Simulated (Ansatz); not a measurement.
The same path of F3HSi + H3P (9 atoms, charge 0, multiplicity 1) was run 3 times with different band settings. Lost on the way: Si1–H2, P6–H9. Made: Si1–P6, H2–H9.

Computed with Ansatz, RKS r2SCAN-D4/def2-SVP.

Relaxed end points:

```xyz
9
Properties=species:S:1:pos:R:3
Si 0.578 -0.068 -0.170
H 1.118 -0.131 1.191
F 1.742 0.207 -1.233
F -0.502 1.109 -0.302
F -0.141 -1.444 -0.566
P -3.233 0.178 1.274
H -2.541 -0.819 0.520
H -3.751 -0.787 2.194
H -2.094 0.442 2.096
```

```xyz
9
Properties=species:S:1:pos:R:3
Si -0.628 -0.198 -0.514
H 0.200 0.541 2.717
F 0.703 0.030 0.360
F -0.595 0.851 -1.729
F -0.508 -1.664 -1.163
P -2.443 0.110 0.731
H -3.245 -0.565 -0.242
H -2.175 -1.092 1.458
H -0.134 0.676 3.385
```

Common settings: movable images 9; climbing image yes; spring 5.0 eV/Å²; optimiser quadratic models (default); force threshold 0.05 eV/Å; end points relaxed.

| run | start path | iteration limit |
| --- | --- | --- |
| 1 | through a guess of the saddle point | 60 |
| 2 | straight line | 60 |
| 3 | through a guess of the saddle point | 6 |

(1) What does each run give, and how far can it be trusted?

Answers

(1) Run 1: converged after 23 iterations, highest image 2.542 eV above the first end. A structure lower than the first end lies on the path between it and the top, so the climb from that side starts below the end, which may itself be a saddle point or a shallow side well. Neighbouring images differ by up to 2.4 eV, so the band resolves the path poorly. A vibrational analysis at the climbing image gives one clearly imaginary mode, 1129i cm⁻¹: a first-order saddle point.
Run 2: converged after 32 iterations, highest image 2.277 eV above the first end. A structure lower than the first end lies on the path between it and the top, so the climb from that side starts below the end, which may itself be a saddle point or a shallow side well. Neighbouring images differ by up to 1.7 eV, so the band resolves the path poorly. The order of the point at the top wasn't checked.
Run 3: not converged after 6 iterations, highest image 2.736 eV above the first end. The band didn't meet its force threshold, so its energies are provisional: the largest band force was still 0.53 eV/Å, and over the last iterations the top moved between 2.74 and 2.87 eV.
The orbitals stay closed-shell, which can raise the energy where a bond breaks towards radicals; this wasn't checked here.
